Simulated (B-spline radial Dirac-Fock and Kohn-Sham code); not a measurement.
**Binding energies of Ce⁺ in different valence configurations**

Calculated with an atomic code on a B-spline grid, using Dirac-Fock energy differences between relaxed states, corrected for Breit and QED terms. The model has no electron correlation.

Reference: the tabulated ground configuration [Xe] 4f1 5d2, with 3s 1454.4 eV, 3p1/2 1289.6 eV, 4p1/2 250.4 eV, 4d3/2 126.0 eV, 5p1/2 33.68 eV, 5p3/2 30.93 eV, Kα1 34717.1 eV, Kβ1 39253.2 eV, Lα1 4839.5 eV, Lβ2 5614.7 eV.

Question: One of these configurations gives the following shifts from the reference, in eV: average energy +2.21, 3s -9.40, 3p1/2 -9.31, 4p1/2 -8.12, 4d3/2 -7.22, 5p1/2 -3.14, 5p3/2 -2.93, Kα1 +0.77, Kβ1 +2.17, Lα1 +1.20, Lβ2 -0.78. Which?
A. [Xe] 4f1 5d1 6s1
B. [Xe] 4f1 5d1 6p1
C. [Xe] 4f2 5d1
D. [Xe] 5d2 6s1

Answer: C. The others give [Xe] 5d2 6s1: 3s +13.49; [Xe] 4f1 5d1 6p1: 3s +3.79; [Xe] 4f1 5d1 6s1: 3s +2.71.
